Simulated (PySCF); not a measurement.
CH5F2NOSi, SMILES C([Si@@](F)(N)O)F.

Geometry: B3LYP-D3(BJ)/def2-SVP. The structure was generated by enumeration; whether it is a known compound was not checked. One conformer was computed; it need not be the lowest.

The numbers are results of TDA-CAM-B3LYP/def2-SVPD in PySCF, not measurements.

Vertical excitations. Gas-phase values at a fixed geometry.

Task: List the lowest excited states. (The exact figures need the calculation; the answer reports its results.)

Result: 
```json
[
 {"state": "S1", "energy (eV)": "7.22", "λ (nm)": "172", "f": "0.051", "main pairs": "HOMO→LUMO 64 %, HOMO→LUMO+1 20 %, HOMO→LUMO+2 13 %"},
 {"state": "S2", "energy (eV)": "7.96", "λ (nm)": "156", "f": "0.018", "main pairs": "HOMO→LUMO+1 39 %, HOMO−1→LUMO 28 %, HOMO→LUMO 13 %, HOMO−1→LUMO+1 7 %"},
 {"state": "S3", "energy (eV)": "8.00", "λ (nm)": "155", "f": "0.055", "main pairs": "HOMO−1→LUMO 38 %, HOMO−1→LUMO+1 35 %, HOMO−1→LUMO+2 7 %"},
 {"state": "S4", "energy (eV)": "8.18", "λ (nm)": "152", "f": "0.020", "main pairs": "HOMO−1→LUMO+1 35 %, HOMO→LUMO+1 24 %, HOMO−1→LUMO 16 %, HOMO→LUMO 7 %"},
 {"state": "S5", "energy (eV)": "8.67", "λ (nm)": "143", "f": "0.019", "main pairs": "HOMO→LUMO+2 56 %, HOMO→LUMO+4 20 %"},
 {"state": "S6", "energy (eV)": "8.74", "λ (nm)": "142", "f": "0.017", "main pairs": "HOMO−2→LUMO 42 %, HOMO−1→LUMO+3 20 %, HOMO−3→LUMO 17 %, HOMO−1→LUMO 8 %"},
 {"state": "S7", "energy (eV)": "8.79", "λ (nm)": "141", "f": "0.007", "main pairs": "HOMO→LUMO+5 35 %, HOMO→LUMO+4 27 %, HOMO→LUMO+2 13 %, HOMO→LUMO 6 %"},
 {"state": "S8", "energy (eV)": "9.10", "λ (nm)": "136", "f": "0.005", "main pairs": "HOMO−2→LUMO+1 39 %, HOMO−3→LUMO+1 26 %, HOMO−2→LUMO+2 6 %"},
 {"state": "S9", "energy (eV)": "9.14", "λ (nm)": "136", "f": "0.034", "main pairs": "HOMO→LUMO+3 52 %, HOMO−4→LUMO 10 %, HOMO−1→LUMO+3 10 %"},
 {"state": "S10", "energy (eV)": "9.27", "λ (nm)": "134", "f": "0.050", "main pairs": "HOMO−1→LUMO+3 24 %, HOMO→LUMO+3 24 %, HOMO−4→LUMO 24 %, HOMO−3→LUMO 10 %"},
 {"state": "T1", "energy (eV)": "6.78", "λ (nm)": "183", "f": "0", "main pairs": "HOMO→LUMO 52 %, HOMO→LUMO+1 25 %, HOMO→LUMO+2 17 %"},
 {"state": "T2", "energy (eV)": "7.41", "λ (nm)": "167", "f": "0", "main pairs": "HOMO−1→LUMO+1 59 %, HOMO−1→LUMO+3 10 %"},
 {"state": "T3", "energy (eV)": "7.67", "λ (nm)": "162", "f": "0", "main pairs": "HOMO−1→LUMO 62 %"},
 {"state": "T4", "energy (eV)": "7.94", "λ (nm)": "156", "f": "0", "main pairs": "HOMO→LUMO+1 48 %, HOMO→LUMO+3 10 %, HOMO→LUMO 10 %, HOMO→LUMO+2 8 %"}
]
```
Triplets are in the Tamm–Dancoff approximation.
